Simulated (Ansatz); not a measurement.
Basis-set extrapolation for C3H6SSi, SMILES `C=C1C[SiH2]S1` (PBE0-D4/def2-TZVP geometry, frozen core, Ansatz). Multiplicity 1, RHF reference.

```csv
,def2-TZVPP,def2-QZVPP
HF,-803.614762,-803.639868
MP2 correlation,-0.782388,-0.838095
CCSD(T) correlation,-0.871717,not run
```

Energies in hartree. Use E(X) = E(∞) + A·exp(−7.88·√X) for Hartree–Fock and E(X) = E(∞) + B·X^(−2.97) for correlation, with X = 3 and 4, and add CCSD(T) minus MP2 of the smaller set to the MP2 limit.

Task: What is the CCSD(T) energy at the basis-set limit?

Result: HF limit: -803.639868 + (-0.025106) × 0.13774 = -803.64333. MP2 limit: -0.838095 + (-0.055707) × 0.74074 = -0.87936. Higher-order term: -0.871717 − (-0.782388) = -0.08933. Total: -804.61202 hartree, 329.6 kJ/mol below CCSD(T)/def2-TZVPP.
